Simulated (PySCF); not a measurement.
## Mo (molybdenum, neutral) across methods

[Kr] 4d4 5s1 6s1, high-spin 7D determinant (an excited configuration). Calculation: PySCF 2.14, in aug-cc-pVTZ-DK; scalar relativity by spin-free X2C-1e.

```
 method  E (hartree)  mean ε 4d α (eV)  mean ε 5s α (eV)  mean ε 6s α (eV)  Σ⟨r²⟩ (bohr²)    ⟨S²⟩
r2SCANh     -4048.02           -11.346            -8.784            -1.588          128.4  12.002
   BP86     -4048.52           -10.402            -8.464            -1.600          127.0  12.001
    LDA     -4043.26           -10.365            -8.554            -1.548          125.9  12.000
   PBE0     -4047.71           -11.916            -8.999            -1.791          129.7  12.001
    PBE     -4047.64           -10.342            -8.301            -1.555          127.9  12.001
 r2SCAN     -4048.02           -10.769            -8.507            -1.502          127.9  12.002
    UHF  -4045.88101           -16.004           -10.704            -2.230          135.8  12.004
```

Q: Estimate the same row for wB97M-V.

A: E (hartree) = -4047.70; mean ε 4d α (eV) = -14.048; mean ε 5s α (eV) = -10.762; mean ε 6s α (eV) = -2.182; Σ⟨r²⟩ (bohr²) = 122.9; ⟨S²⟩ = 12.001.

The outer electron is Rydberg-like, and this basis confines it to a smaller radius and binds it less than a complete one would.
